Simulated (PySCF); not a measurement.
A species of formula C2H6OSeSi has this rotational fingerprint, computed with PySCF, PBE0-D3(BJ)/def2-SVP geometry optimisation, gas phase:

- Rotational constants: A = 7439, B = 1094, C = 971.0 MHz
- Dipole components: |μa| = 2.58 D, |μb| = 0.73 D, |μc| = 0.13 D
- Inertial defect: -9.41 u·Å²
- κ: -0.96

**Question.** Which candidate fits, each taken in the one conformer that was computed?
A. `[CH3:1][Se:2][SiH2:3][CH:4]=[O:5]` with C1–Se2–Si3–C4 180°, Se2–Si3–C4–O5 -174°
B. `[CH3:1][C:2](=[O:3])[SiH2:4][SeH:5]` with C1–C2–Si4–Se5 -179°, C2–Si4–Se5–H -1°

**Answer.** A. It is C[Se][SiH2]C=O, a near-prolate asymmetric top. The candidates at the same level (rigid rotor, commonest isotopes):

| SMILES | A (MHz) | B (MHz) | C (MHz) | μa (D) | μb (D) | μc (D) | Δ (u·Å²) | point group | rotor |
| --- | --- | --- | --- | --- | --- | --- | --- | --- | --- |
| C[Se][SiH2]C=O | 7439 | 1094 | 971.0 | 2.58 | 0.73 | 0.13 | -9.41 | near Cs | near-prolate asymmetric top |
| CC(=O)[SiH2][SeH] | 5971 | 1165 | 992.3 | 2.38 | 1.68 | 0.00 | -9.01 | Cs | near-prolate asymmetric top |

`CC(=O)[SiH2][SeH]` has A 20 % too low. No structure here is proved a minimum.
